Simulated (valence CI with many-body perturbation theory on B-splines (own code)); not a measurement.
## Re LXI in brief

Method: configuration interaction combined with many-body perturbation theory (CI+MBPT): five valence electrons over a frozen Dirac-Fock core [Ne], radial functions for each j: 11 s, 11 p, 10 d, 8 f, 5 g, 2 h, with the one-electron correlation potential Σ1, the two-electron term Σ2, the three-electron term Σ3, Breit, model QED; selected CI, second order for the rest, scaled by the run's own slope (own B-spline code, finite nucleus).

The last digits are not significant, and no measured levels were compared; by estimate large intervals hold to a few tenths of a per cent, small ones and those within an open d or f shell to about a per cent. Among the levels kept, up to 3100 cm⁻¹ of a level comes from second order outside the variational space, and about a tenth of that is noise between levels of different J, which matters for small intervals.

Levels are named by their leading jj configuration (3d3/2^4 stands for four electrons in 3d with j = 3/2), which in mixed levels can hold well under half, so a name can repeat and another be missing.

Rates and lifetimes use the calculated energies. Strong lines usually hold to 10 to 20 %, long lifetimes can be off by a factor of two.

**Question.** What is the ground level?

**Answer.** (3s^2 3p1/2^2 3p3/2) J=3/2, composition 48 % 3s²3p³ ²P° + 27 % 3s²3p³ ²D° + 24 % 3s²3p³ ⁴S°, g = 1.340.

**Question.** How well does LS coupling describe the low levels?

**Answer.** Among the lowest 20 levels the leading LS term, summed over configurations, holds 54 % on average. For single configurations the figures are 52 % in LS and 94 % in jj coupling. Terms mix most in the J = 3/2 level at 599.4 eV, where the leading one holds 32 %.

**Question.** Where does the other parity begin?

**Answer.** At (3s^2 3p1/2^2 3d3/2) J=3/2, 233.7 eV.

**Question.** What is the ionisation energy?

**Answer.** 6303.3 eV; NIST lists 6300 ± 10 eV (theoretical).

**Question.** Name the longest-lived excited levels whose lifetime is computed, and their main decay.

**Answer.** (3s^2 3p1/2 3p3/2 3d5/2) J=9/2 at 695.7 eV lives 119 ns, mostly by E2 to (3s^2 3p1/2^2 3d5/2) J=5/2; (3s^2 3p1/2 3p3/2^2) J=5/2 at 376.7 eV lives 5.85 ns, mostly by E1 to (3s^2 3p1/2^2 3d3/2) J=3/2; (3s^2 3p1/2 3p3/2^2) J=1/2 at 392.4 eV lives 3.62 ns, mostly by M1 to (3s^2 3p1/2^2 3p3/2) J=3/2.
